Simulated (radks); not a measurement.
Values are calculated unless marked as measured or tabulated.
Q: Orbital eigenvalues (eV) of the zirconium ion Zr+, [Kr] 4d2 5s1, of relativity; Dirac values are averaged over j with weights 2j + 1. Spin-unpolarised spherical Kohn-Sham, PBE, point nucleus unless stated (finite: rms radius 4.2694 fm), a radial shooting solver on a logarithmic mesh with Libxc functionals. A level marked "c x" has the speed of light scaled by that factor and shares open shells by 2j + 1; other Dirac levels either fill j = l - 1/2 first or share by 2j + 1.

shell  non-rel.
1s       -17427
2s      -2383.2
2p      -2184.7
3s      -394.89
3p      -320.33
3d      -184.46
4s      -58.826
4p      -38.847
4d      -10.302
5s      -9.6725

Give the values at the level "Dirac, 2j+1 shares, finite nucleus".

A: 
shell  Dirac, 2j+1 shares, finite nucleus  change of magnitude (%)
1s                                 -17824                    +2.27
2s                                -2474.9                    +3.85
2p                                -2208.9                    +1.11
3s                                -411.22                    +4.13
3p                                -324.36                    +1.26
3d                                -181.27                    -1.73
4s                                -61.153                    +3.96
4p                                -39.155                    +0.79
4d                                -9.9823                    -3.11
5s                                -9.9433                    +2.80
